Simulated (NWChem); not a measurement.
System: H₂PO₃, doublet; SMILES O=[P](O)O

The following NWChem deck was run.

```
start job
memory heap 200 mb stack 900 mb global 1100 mb
geometry units angstroms noautosym nocenter noautoz
  O      0.760631    -1.357583     0.282526
  P      0.120055    -0.157889    -0.320148
  O     -1.417506     0.170007     0.153010
  O      0.799567     1.260435     0.080210
  H     -1.956216    -0.632250     0.194155
  H      0.152342     1.979614     0.081580
end
basis spherical
  * library 6-31g*
end
dft
  odft
  mult 2
  xc m06-2x
  iterations 150
end
cosmo
  do_cosmo_smd true
  solvent hexane
end
task dft energy
```

Coordinates come from a PBE0/def2-SVP, spin-unrestricted optimisation. No stability test was run on the SCF state. Solvent: n-hexane.

Level: M06-2X/6-31G* with SMD (1 M gas to 1 M solution), gas-phase geometry. Reactions with the solvent are ignored.

Problem. What results follow from this input? (M06-2X/6-31G* (spherical d), spin-unrestricted, SMD on the gas-phase geometry.) Quantities: solvation free energy (kcal/mol); cavity-dispersion-structure term (kcal/mol); dipole in solution (D).

Solution. The solvation free energy (kcal/mol) is -4.5, the cavity-dispersion-structure term (kcal/mol) is -1.1 and the dipole in solution (D) comes out as 4.05.
